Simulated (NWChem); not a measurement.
Molecule: C3H4F2Si; SMILES C#C[SiH2]C(F)F

```xyz
10

C      0.6149     2.9798    -0.2612
C      0.0313     1.9361    -0.0495
Si    -0.8289     0.3552     0.2410
C      0.2578    -1.1021    -0.3834
F     -0.4542    -2.2675    -0.1952
F      1.4025    -1.1790     0.3744
H      1.1260     3.9005    -0.4397
H     -2.1126     0.3286    -0.5036
H     -1.0594     0.1350     1.6877
H      0.5621    -1.0683    -1.4373
```
Atoms are numbered in this order, from 1.

Level: B3LYP/6-31G* (spherical d) (NWChem), optimised geometry, unscaled harmonic frequencies. B3LYP is NWChem's, with the RPA form of VWN correlation.

```tsv
frequency (cm⁻¹)	IR intensity (km/mol)
69	0.5
97	0.4
218	2.0
241	4.3
294	11.7
338	19.0
502	19.5
580	24.9
651	41.5
686	27.8
695	34.5
716	33.1
785	4.3
860	297.8
946	102.4
1075	150.7
1112	79.3
1345	33.6
1379	7.3
2162	48.6
2272	104.4
2290	107.6
3059	43.5
3479	39.8
```

```
Property                                                                           Result
-----------------------------------------------------------------------  ----------------
zero-point energy                                                           36.9 kcal/mol
thermal correction to the enthalpy at 298.15 K (with zero-point energy)     42.1 kcal/mol
heat capacity Cv                                                         25.0 cal/(mol K)
entropy at 298.15 K and 1 atm (symmetry number 1)                        84.8 cal/(mol K)
dipole moment                                                                      2.19 D
```

Rigid rotor and harmonic oscillator; modes under 100 cm⁻¹ make the entropy uncertain.
